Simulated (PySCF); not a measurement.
# Ar²⁺ (argon, charge +2) across methods

[Ne] 3s2 3p4, high-spin 3P determinant. Computed with PySCF 2.14 in dyall-av3z, with the non-relativistic Hamiltonian (point nucleus).

```csv
method,E (hartree),mean ε 3s β (eV),mean ε 3p α (eV),mean ε 3p β (eV),Σ⟨r²⟩ (bohr²),⟨S²⟩
TPSSh,-525.9720,-49.598,-37.496,-35.155,15.59,2.004
UHF,-525.31293,-55.681,-43.574,-40.426,15.70,2.009
r2SCAN,-525.9205,-48.769,-37.166,-34.596,15.60,2.005
PW91,-525.9411,-48.590,-36.542,-34.243,15.62,2.003
PBE0,-525.7955,-50.666,-38.497,-36.010,15.61,2.004
LDA,-524.3353,-48.710,-36.463,-34.109,15.65,2.001
LC-wPBE,-525.8197,-53.868,-41.533,-39.164,15.59,2.003
PBE,-525.7542,-48.506,-36.478,-34.155,15.62,2.003
```

**Question.** Estimate the same row for HSE06.

**Answer.** E (hartree) = -525.8151; mean ε 3s β (eV) = -50.268; mean ε 3p α (eV) = -38.068; mean ε 3p β (eV) = -35.598; Σ⟨r²⟩ (bohr²) = 15.61; ⟨S²⟩ = 2.004.
